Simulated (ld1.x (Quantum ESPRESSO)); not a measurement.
# Scattering properties, ultrasoft potential for F (Z = 9)

ld1.x (Quantum ESPRESSO) 7.5 input, shortened:

```
&input
   title='F', zed=9., rel=1, dft='PBE', iswitch=3,
   config='[He] 2s2 2p5 3d-2'
 /
 &inputp
   pseudotype=3, tm=.true., lloc=-1, rcloc=0.70,
   nlcc=.true., rcore=0.50,
   which_augfun='PSQ', rmatch_augfun_nc=.true.
 /
6
2S  1  0   2.00   0.00  0.65  0.85  0.0
2S  1  0   0.00   3.15  0.65  0.85  0.0
2P  2  1   5.00   0.00  0.65  0.85  0.0
2P  2  1   0.00  -0.35  0.65  0.85  0.0
3D  3  2  -2.00   0.15  0.70  0.85  0.0
3D  3  2  -2.00   1.50  0.70  0.85  0.0
 &test
   configts(1)='2s2 2p5'
 /
```

The phase is arctan(r·u′/u) with u = r·R(r), unwrapped; energies in Ry, scanned from -4 to 5 Ry. A pole is an energy at which the radial function vanishes at the test radius. The pseudo phase is shifted by a multiple of π to meet the all-electron one at the reference energy, and phase errors are pseudo minus all-electron; the curves can meet again beyond the range given. Levels narrower than the energy grid can be missing from the lists of poles.

```csv
channel,radius (bohr),reference energy (Ry),"poles, all-electron","poles, pseudo",unbroken range about the reference energy with phases within 0.05 rad,phase error 1 Ry above the reference energy (rad)
s,0.95,-2.20,none,none,the whole range,+0.000
p,0.95,-0.82,none,none,the whole range,-0.000
d,0.95,0.15,none,none,the whole range,+0.000
```

Phases in the d channel:

```tsv
E (Ry)	all-electron	pseudo
-4.00	1.222	1.222
-3.52	1.213	1.213
-3.04	1.204	1.204
-2.56	1.195	1.195
-2.08	1.185	1.185
-1.60	1.173	1.173
-1.12	1.162	1.162
-0.64	1.149	1.149
-0.16	1.135	1.135
0.32	1.120	1.120
0.80	1.103	1.103
1.28	1.085	1.085
1.76	1.066	1.066
2.24	1.044	1.044
2.72	1.019	1.019
3.20	0.992	0.992
3.68	0.962	0.962
4.16	0.927	0.927
4.64	0.888	0.888
```
